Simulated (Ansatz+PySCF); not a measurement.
Values are calculated unless marked as measured or tabulated.
This PySCF input gave a total energy of -15.75103 hartree.

```python
from pyscf import gto, scf

mol = gto.M(atom="""
H 0.016690 -0.046850 -1.333960
Be 0.002020 0.010440 -0.048860
H -0.014460 0.039310 1.366410
""", basis='def2-svp', charge=0, spin=0)
mf = scf.UHF(mol)
mf.init_guess = 'atom'
mf.kernel()
while True:  # follow internal instabilities
    mo, _, stable, _ = mf.stability(return_status=True)
    if stable: break
    mf.kernel(mf.make_rdm1(mo, mf.mo_occ))
print(mf.converged, mf.e_tot, mf.spin_square()[0])
```

(1) Write an input for Ansatz with the same method and basis set.

Results:

(1)

```yaml
crystal:
  periodic: [false, false, false]
  atoms:
    - { symbol: H, position_ang: [0.01669, -0.04685, -1.33396] }
    - { symbol: Be, position_ang: [0.00202, 0.01044, -0.04886] }
    - { symbol: H, position_ang: [-0.01446, 0.03931, 1.36641] }
basis:
  gaussian: { orbitals: def2-SVP }
magnetization:
  spin_polarized: true
hamiltonian:
  xc: hf
```

Ansatz (development build ahead of 0.2.0) gave -15.75103 hartree, 0.00 meV from the first.
